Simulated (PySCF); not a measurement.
**Ionisation energy of In(2+) by level of theory**

In(2+) [Kr] 4d10 5s1 (2S) → In(3+) [Kr] 4d10 (1S), as a difference of total energies. Computed with PySCF 2.14 in aug-cc-pVQZ-DK3, with the spin-free X2C one-electron Hamiltonian (Gaussian nucleus). The calculations carry no spin-orbit coupling.

| method | ionisation energy (eV) | error (eV) |
| --- | --- | --- |
| UHF | 26.627 | -1.417 |
| LDA | 28.951 | +0.907 |
| PBE | 28.544 | +0.500 |
| PBE0 | 28.194 | +0.150 |
| r2SCAN | 28.212 | +0.168 |
| revPBE | 28.369 | +0.325 |
| CAM-B3LYP | 28.488 | +0.444 |
| PBEsol | 28.535 | +0.491 |

Reference: 28.044 eV (measured; NIST Atomic Spectra Database, ionization energies).
